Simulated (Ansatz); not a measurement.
The cluster Li₄O₂⁻. Total charge -1; doublet. Geometry r2SCAN-D4/def2-TZVPD; atoms count from 1.

```tsv
atom	x (Å)	y (Å)	z (Å)
Li1	2.262	-1.425	1.592
Li2	-0.439	-0.906	-0.191
Li3	-2.298	1.440	-1.524
Li4	0.459	0.899	0.155
O5	-1.064	0.670	-0.748
O6	1.081	-0.677	0.716
```

The highest occupied level of the charge -1 doublet lies above zero (up to 0.62 eV). The electron is either unbound and held by the finite basis, or the level is raised by self-interaction error. The structure comes from a short search, and lower isomers may exist.

**Question.** Estimate the Mulliken populations from the PBE0/def2-TZVPD orbitals of Ansatz.

**Answer.** 
```json
{"atom": "Li1", "charge (e)": "0.62", "spin (α − β)": "0.09"}
{"atom": "Li2", "charge (e)": "0.34", "spin (α − β)": "0.42"}
{"atom": "Li3", "charge (e)": "0.62", "spin (α − β)": "0.09"}
{"atom": "Li4", "charge (e)": "0.34", "spin (α − β)": "0.42"}
{"atom": "O5", "charge (e)": "-1.46", "spin (α − β)": "-0.01"}
{"atom": "O6", "charge (e)": "-1.46", "spin (α − β)": "-0.01"}
```
Mulliken values depend strongly on the basis. With diffuse functions, as here, like atoms can get unlike values, and bond orders can come out too low or too high.

**Question.** Where does the spin sit?

**Answer.** Summed by element: Li 1.02, O -0.02, of 1 unpaired in all. Largest on single atoms: Li4 0.42, Li2 0.42, Li3 0.09.

**Question.** And the Mayer bond orders between heavy atoms (over 0.3)?

**Answer.** Li1–O6 0.55 (1.65 Å); Li2–Li4 0.38 (2.05 Å); Li3–O5 0.55 (1.65 Å).
